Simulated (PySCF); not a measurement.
SMILES C=C[SiH2]C(=O)O, GFN2-xTB optimised geometry.

```
12

C      0.72     1.52    -0.90
C      1.47     0.47    -0.61
Si     0.82    -1.19     0.00
C     -1.10    -1.19     0.00
O     -1.85    -0.24     0.00
O     -1.57    -2.44     0.02
H     -0.35     1.50    -0.80
H      1.15     2.45    -1.25
H      2.54     0.55    -0.73
H      1.23    -1.44     1.39
H      1.22    -2.30    -0.87
H     -2.54    -2.45     0.04
```

Density from CAM-B3LYP/def2-TZVP run with PySCF at that geometry.

Minimum of the electron density along straight lines between bonded atoms, close to the bond critical point (lines longer than 1.1 times the sum of covalent radii, or with two minima, are not listed):

| bond | length / Å | ρ at the minimum / e bohr⁻³ | ∇²ρ there / e bohr⁻⁵ | position (fraction from the first atom) |
|---|---|---|---|---|
| C1–C2 | 1.327 | 0.356 | -1.10 | 0.50 |
| C2–Si3 | 1.879 | 0.123 | 0.17 | 0.61 |
| Si3–C4 | 1.920 | ___ | 0.17 | 0.38 |
| C4–O5 | 1.206 | 0.431 | -0.24 | 0.34 |
| C4–O6 | 1.340 | 0.309 | ___ | 0.34 |
| C1–H7 | 1.077 | 0.293 | -1.08 | 0.65 |
| C1–H8 | 1.080 | 0.288 | -1.04 | 0.65 |
| C2–H9 | 1.085 | 0.282 | -0.99 | 0.64 |
| Si3–H10 | 1.468 | 0.126 | 0.17 | 0.49 |
| Si3–H11 | 1.466 | 0.127 | 0.16 | 0.49 |
| O6–H12 | 0.974 | 0.346 | ___ | 0.81 |

Q: Some entries are withheld; supply them.

A: 
- Si3–C4, ρ at the minimum / e bohr⁻³: 0.114
- C4–O6, ∇²ρ there / e bohr⁻⁵: -0.63
- O6–H12, ∇²ρ there / e bohr⁻⁵: -2.36
